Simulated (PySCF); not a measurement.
## Stretching ScBr

Set-up: PySCF, no relativity, basis sets Sc def2-TZVPP, Br def2-TZVPP. Energies in eV from Sc (3d1 4s2) + Br in their ground configurations at the same level. State: ³Δ (triplet), unpaired electrons σ ↑, δ ↑.

All columns are PBE. A positive dipole means Sc(−)Br(+).

| R (Å) | E (eV) | μ (D) | Mulliken charge on Sc (basis-dependent) | HOMO (eV) | LUMO (eV) | Mayer bond order | ⟨S²⟩ |
| --- | --- | --- | --- | --- | --- | --- | --- |
| 2.130 | -3.591 | -2.62 | 0.16 | -2.75 | -2.41 | 1.52 | 2.00 |
| 2.229 | -4.065 | -2.92 | 0.19 | -2.93 | -2.49 | 1.44 | 2.00 |
| 2.328 | -4.314 | -3.28 | 0.22 | -3.11 | -2.57 | 1.37 | 2.00 |
| 2.403 | -4.394 | -3.57 | 0.24 | -3.25 | -2.65 | 1.33 | 2.00 |
| 2.477 | -4.408 | -3.88 | 0.26 | -3.38 | -2.79 | 1.28 | 2.00 |
| 2.551 | -4.372 | -4.21 | 0.28 | -3.51 | -2.92 | 1.24 | 2.00 |
| 2.650 | -4.268 | -4.68 | 0.31 | -3.67 | -3.08 | 1.19 | 2.00 |
| 2.774 | -4.079 | -5.28 | 0.35 | -3.85 | -3.28 | 1.13 | 2.00 |
| 2.923 | -3.804 | -6.02 | 0.39 | -4.06 | -3.49 | 1.06 | 2.00 |
| 3.121 | -3.411 | -7.00 | 0.44 | -4.29 | -3.73 | 0.98 | 2.00 |

A fit through these points gives, at Re = 2.458 Å, μ = -3.80 D and dμ/dR = -4.29 D/Å; the reduced mass is 28.64 u.

**Question.** How strong is the fundamental in the double-harmonic approximation, I = 42.26·(dμ/dR)²/μred km/mol?

**Answer.** I = 42.26·(-4.29)²/28.64 = 27.2 km/mol at PBE.

The metal atom is held in its measured ground configuration; semilocal functionals can put another filling of s and d lower by some tenths of an eV, and De to that atom would be smaller. Spin–orbit coupling is left out. With d or f electrons several states lie close, and the lowest PBE0 determinant need not be the measured ground state.
